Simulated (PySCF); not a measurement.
hydrogen telluride (H₂Te), SMILES [TeH2]. Atoms are numbered in the order given.

```xyz
3

Te     0.0000     0.0000     0.0439
H      0.0000    -1.1788    -1.1407
H      0.0000     1.1788    -1.1407
```
Charge 0, spin multiplicity 1.

Geometry: PBE-D3(BJ)/def2-TZVPD. The def2 effective core potentials stand for the cores of Te; spin–orbit coupling is left out.

Computed with PBE-D3(BJ)/def2-TZVPD (PySCF).

Frequencies are harmonic and unscaled.

```csv
mode,ν (cm⁻¹),IR (km/mol),moving atoms (share of kinetic energy)
1,852,9.0,H 99 %
2,2078,31.4,H 99 %
3,2088,31.9,H 99 %
```
